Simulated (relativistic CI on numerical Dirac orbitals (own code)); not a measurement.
# Energy levels of Ni9+

Method of calculation: Dirac-Coulomb-Breit CI, separate exchange-only KLI orbitals for each configuration, model QED (radiative potential, 1s self-energy scaled to tabulated hydrogen-like ionisation energies), valence Slater integrals scaled by 0.9, P86 correlation estimate, and configurations built on the next ion tied to the tabulated ionisation energy (semi-empirical) (own radial code, finite nucleus).

Configurations in the expansion (outside the closed core [Ne]): 3s²3p⁶3d, 3s²3p⁶4s, 3s²3p⁶4p, 3s²3p⁶4d, 3s²3p⁶5s, 3s²3p⁶4f, 3s²3p⁵3d², 3s²3p⁴3d³, 3s3p⁶3d², 3p⁶3d³, 3s3p⁵3d³, 3s²3p⁵3d4s, 3s²3p⁶5p, 3s²3p⁴3d²4s, 3s²3p⁶5d, 3s²3p⁵3d4p, 3s²3p⁶5f, 3s²3p⁵4s², 3s²3p⁶5g, 3s²3p⁴3d²4p, 3s²3p⁵4s4p, 3s²3p⁵3d4d, 3s²3p⁴3d²4d, 3s3p⁶3d4s. Levels of other configurations are missing.

| No. | Configuration | Term | J | E (cm⁻¹) | % | Next component (%) | jj configuration (%) |
| --- | --- | --- | --- | --- | --- | --- | --- |
| 41 | 3p⁵3d²(1S)‡ | ²P° | 1/2 | 633750 | 98 | 1 3s3p⁵3d³ ²P° | 3p1/2 3p3/2^4 3d5/2^2 (64) |
| 42 | 3s²3p⁶4s | ²S | 1/2 | 634456 | 97 | 2 3s²3p⁴3d²4s ²S | 4s (97) |
| 43 | 3p⁵3d²(3F)‡ | ²F° | 5/2 | 655120 | 98 | 1 3s3p⁵3d³ ²F° | 3p3/2^3 3d3/2 3d5/2 (69) |
| 44 | 3p⁵3d²(1G)‡ | ²F° | 7/2 | 664689 | 97 | 1 ²G° | 3p1/2 3p3/2^4 3d3/2 3d5/2 (56) |
| 45 | 3p⁵3d²(3P)‡ | ²P° | 1/2 | 712682 | 89 | 11 3s²3p⁶4p ²P° | 3p3/2^3 3d3/2 3d5/2 (51) |
| 46 | 3p⁵3d²(3P)‡ | ²P° | 3/2 | 717157 | 89 | 10 3s²3p⁶4p ²P° | 3p3/2^3 3d5/2^2 (43) |
| 47 | 3p⁵3d²(3F)‡ | ²D° | 5/2 | 727591 | 99 | 1 3s3p⁵3d³ ²D° | 3p3/2^3 3d5/2^2 (56) |
| 48 | 3p⁵3d²(3F)‡ | ²D° | 3/2 | 728156 | 99 | 1 3s3p⁵3d³ ²D° | 3p3/2^3 3d3/2 3d5/2 (46) |
| 49 | 3s²3p⁶4p | ²P° | 1/2 | 751150 | 86 | 11 3s²3p⁵3d² ²P° | 4p1/2 (86) |
| 50 | 3s²3p⁶4p | ²P° | 3/2 | 756965 | 87 | 11 3s²3p⁵3d² ²P° | 4p3/2 (87) |
| 51 | 3s3d²(3F)‡ | ⁴F | 3/2 | 876324 | 80 | 20 3s²3p⁴3d³ ⁴F | 3s 3d3/2^2 (58) |
| 52 | 3s3d²(3F)‡ | ⁴F | 5/2 | 877446 | 80 | 20 3s²3p⁴3d³ ⁴F | 3s 3d3/2 3d5/2 (50) |
| 53 | 3s3d²(3F)‡ | ⁴F | 7/2 | 879003 | 80 | 20 3s²3p⁴3d³ ⁴F | 3s 3d3/2 3d5/2 (66) |
| 54 | 3s3d²(3F)‡ | ⁴F | 9/2 | 880919 | 80 | 20 3s²3p⁴3d³ ⁴F | 3s 3d5/2^2 (62) |
| 55 | 3s3d²(3P)‡ | ⁴P | 1/2 | 903570 | 79 | 21 3s²3p⁴3d³ ⁴P | 3s 3d3/2^2 (34) |
| 56 | 3s3d²(3P)‡ | ⁴P | 3/2 | 904398 | 78 | 20 3s²3p⁴3d³ ⁴P | 3s 3d3/2 3d5/2 (75) |
| 57 | 3s3d²(3P)‡ | ⁴P | 5/2 | 904891 | 60 | 15 3s²3p⁴3d³ ⁴P | 3s 3d3/2 3d5/2 (47) |
| 58 | 3s3d²(3F)‡ | ²F | 5/2 | 907159 | 57 | 23 3s²3p⁴3d³ ²F | 3s 3d3/2 3d5/2 (44) |
| 59 | 3s3d²(1D)‡ | ²D | 3/2 | 909595 | 71 | 22 3s²3p⁴3d³ ²D | 3s 3d5/2^2 (35) |
| 60 | 3s3d²(3F)‡ | ²F | 7/2 | 910680 | 71 | 28 3s²3p⁴3d³ ²F | 3s 3d5/2^2 (39) |
| 61 | 3s3d²(1D)‡ | ²D | 5/2 | 910845 | 54 | 17 3s²3p⁴3d³ ²D | 3s 3d5/2^2 (60) |
| 62 | 3s3d²(1G)‡ | ²G | 7/2 | 923008 | 76 | 23 3s²3p⁴3d³ ²G | 3s 3d3/2 3d5/2 (55) |
| 63 | 3s3d²(1G)‡ | ²G | 9/2 | 923173 | 77 | 23 3s²3p⁴3d³ ²G | 3s 3d3/2 3d5/2 (60) |
| 64 | 3s²3p⁶4d | ²D | 3/2 | 927952 | 93 | 2 3s3p⁶3d² ²D | 4d3/2 (93) |
| 65 | 3s²3p⁶4d | ²D | 5/2 | 928808 | 94 | 2 3s3p⁶3d² ²D | 4d5/2 (94) |
| 66 | 3s3d²(3P)‡ | ²P | 1/2 | 931402 | 70 | 29 3s²3p⁴3d³ ²P | 3s 3d3/2 3d5/2 (48) |
| 67 | 3s3d²(3P)‡ | ²P | 3/2 | 932599 | 70 | 29 3s²3p⁴3d³ ²P | 3s 3d3/2 3d5/2 (36) |
| 68 | 3p⁴(3P)3d³(4F)‡ | ⁶D | 1/2 | 946103 | 98 | 1 ⁴P | 3p3/2^2 3d3/2^2 3d5/2 (23) |
| 69 | 3p⁴(3P)3d³(4F)‡ | ⁶D | 3/2 | 947084 | 97 | 1 ⁶F | 3p3/2^2 3d3/2^2 3d5/2 (33) |
| 70 | 3p⁴(3P)3d³(4F)‡ | ⁶D | 5/2 | 948594 | 97 | 2 ⁶F | 3p3/2^2 3d3/2^2 3d5/2 (30) |
| 71 | 3p⁴(3P)3d³(4F)‡ | ⁶D | 7/2 | 950504 | 96 | 2 ⁶F | 3p3/2^2 3d3/2 3d5/2^2 (29) |
| 72 | 3p⁴(3P)3d³(4F)‡ | ⁶D | 9/2 | 953022 | 96 | 2 ⁶F | 3p3/2^2 3d3/2 3d5/2^2 (27) |
| 73 | 3p⁴(3P)3d³(4F)‡ | ⁶G | 13/2 | 969035 | 99 | 1 ⁴H | 3p3/2^2 3d5/2^3 (35) |
| 74 | 3p⁴(3P)3d³(4F)‡ | ⁶G | 11/2 | 970828 | 90 | 8 ⁶F | 3p3/2^2 3d3/2 3d5/2^2 (52) |
| 75 | 3p⁴(3P)3d³(4F)‡ | ⁶G | 9/2 | 973305 | 86 | 11 ⁶F | 3p3/2^2 3d3/2^2 3d5/2 (34) |
| 76 | 3p⁴(3P)3d³(4P)‡ | ⁶P | 7/2 | 975467 | 54 | 37 ⁶G | 3p3/2^2 3d3/2^2 3d5/2 (28) |
| 77 | 3s3d²(1S)‡ | ²S | 1/2 | 975810 | 77 | 22 3s²3p⁴3d³ ²S | 3s 3d5/2^2 (51) |
| 78 | 3p⁴(3P)3d³(4F)‡ | ⁶G | 7/2 | 976162 | 49 | 43 ⁶P | 3p1/2 3p3/2^3 3d3/2 3d5/2^2 (27) |
| 79 | 3p⁴(3P)3d³(4F)‡ | ⁶G | 5/2 | 978093 | 65 | 23 ⁶P | 3p3/2^2 3d3/2^2 3d5/2 (27) |
| 80 | 3p⁴(3P)3d³(4P)‡ | ⁶P | 5/2 | 978540 | 69 | 23 ⁶G | 3p3/2^2 3d3/2 3d5/2^2 (26) |
| 81 | 3p⁴(3P)3d³(4F)‡ | ⁶G | 3/2 | 980171 | 92 | 6 ⁶F | 3p1/2 3p3/2^3 3d3/2^2 3d5/2 (22) |
| 82 | 3p⁴(3P)3d³(4P)‡ | ⁶P | 3/2 | 982774 | 93 | 6 ⁴P | 3p1/2 3p3/2^3 3d3/2^2 3d5/2 (26) |
| 83 | 3p⁴(3P)3d³(4F)‡ | ⁶F | 1/2 | 989744 | 97 | 3 ⁴D | 3p1/2 3p3/2^3 3d3/2^3 (27) |
| 84 | 3p⁴(3P)3d³(4F)‡ | ⁶F | 11/2 | 989768 | 85 | 8 ⁶G | 3p1/2 3p3/2^3 3d3/2 3d5/2^2 (27) |
| 85 | 3p⁴(3P)3d³(4F)‡ | ⁶F | 3/2 | 990404 | 90 | 6 ⁶G | 3p1/2 3p3/2^3 3d3/2^2 3d5/2 (38) |

Energies count from the lowest computed level; ° marks odd parity. Percentages are summed over parent terms; the parents shown are those of the largest component, closed shells are left out there. Filled j subshells are mostly left out of the jj labels. ‡ marks configurations that were not tied to measured data.

The mean weight of the leading LS term, summed over parents, in these 45 levels is 83 %, and that of the leading jj configuration (from the same eigenvectors) 48 %, so LS coupling describes them better.

Configurations that consist of the next ion and one excited electron were tied to the tabulated ionisation energy; Rydberg ones are usually within 1,000 to 3,000 cm⁻¹ and the lowest ones within about 6,000 (9,000 in d shells), while levels on excited terms of the next ion carry the error of that term, and the other configurations can be misplaced by 10,000 cm⁻¹ or more. Rates follow the energies as ν³ (E1, M1) or ν⁵ (E2), so rates, branching and lifetimes can be off by large factors.

LS names give the leading component of a level, which can be under half, so a name can repeat, a term be missing and a line seem to break the LS rules.
